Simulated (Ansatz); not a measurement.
Basis-set extrapolation for `NC(F)[SiH2]Cl` (PBE0-D4/def2-TZVP geometry, frozen core, Ansatz 0.2.0). Multiplicity 1, RHF reference.

|  | def2-TZVPP | def2-QZVPP |
| --- | --- | --- |
| HF | -943.253378 | -943.284034 |
| MP2 correlation | -0.942512 | -1.023002 |
| CCSD(T) correlation | -1.025253 | not run |

Energies in hartree. Use E(X) = E(∞) + A·exp(−7.88·√X) for Hartree–Fock and E(X) = E(∞) + B·X^(−2.97) for correlation, with X = 3 and 4, and add CCSD(T) minus MP2 of the smaller set to the MP2 limit.

**Question.** What is the CCSD(T) energy at the basis-set limit?

**Answer.** HF limit: -943.284034 + (-0.030656) × 0.13774 = -943.28826. MP2 limit: -1.023002 + (-0.080490) × 0.74074 = -1.08262. Higher-order term: -1.025253 − (-0.942512) = -0.08274. Total: -944.45362 hartree, 109.8 kcal/mol below CCSD(T)/def2-TZVPP.
